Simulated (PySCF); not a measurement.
Geometry (Å), atoms numbered from 1 in this order:
```xyz
11

C     2.417   -0.818    0.806
C     1.643    0.020    0.380
B     0.713    1.121   -0.147
N    -0.650    0.888   -0.405
Si   -1.589   -0.593   -0.218
H     3.095   -1.562    1.183
H     1.163    2.227   -0.344
H    -1.165    1.698   -0.738
H    -0.656   -1.740   -0.077
H    -2.450   -0.760   -1.427
H    -2.484   -0.506    0.975
```

Geometry: PBE0-D3(BJ)/def2-SVP; GIAO shifts from PySCF 2.14.0 with density-fitted response routines, gas phase, non-relativistic, averaged over equivalent atoms.

At HF/pcSseg-2 (271 basis functions, 28 s wall time on 1 thread of an Arm Neoverse V1, shared host):
| atoms | δ (ppm) |
| --- | --- |
| C1 | 116.4 |
| C2 | 85.3 |
| B3 | 37.1 |
| N4 | 89.4 |
| Si5 | -52.9 |
| H7 | 4.59 |
| H9/H10/H11 | 4.48 |
| H6 | 3.63 |
| H8 | 3.42 |

Shifts are taken against calculated references (same method and geometry level): TMS for 13C (σref 191.47) and 29Si (σref 382.96) and 1H (σref 31.68); 11B (σref 114.51) vs BF3·OEt2; NH3 for 15N (σref 260.75).

Question: What do these become at B97-2/pcSseg-2?

Answer: 
```csv
atoms,δ at B97-2/pcSseg-2,change
C1,108.0,-8.4
C2,92.0,+6.7
B3,33.4,-3.7
N4,110.5,+21.1
Si5,-54.1,-1.2
H7,4.82,+0.23
H9/H10/H11,4.77,+0.29
H6,3.10,-0.53
H8,3.93,+0.51
```

Scale: 13C (σ = 183.46 ppm), 29Si (σ = 347.59 ppm), 1H (σ = 31.36 ppm) vs TMS; BF3·OEt2 for 11B (σ = 100.12 ppm); 15N (σ = 259.60 ppm) vs NH3 (reference shieldings calculated alike).

The largest change is at N4 (nitrogen bonded to B, Si, H). Cost: 271 basis functions, 50 s wall time on 1 thread of an Arm Neoverse V1, shared host.

A carbon bonded to boron is broadened by the quadrupolar boron nucleus and is often missing from a measured spectrum. Experimental scales use liquid or dissolved standards, which lie at an offset from isolated NH3 (liquid NH3: subtract about 20 ppm).
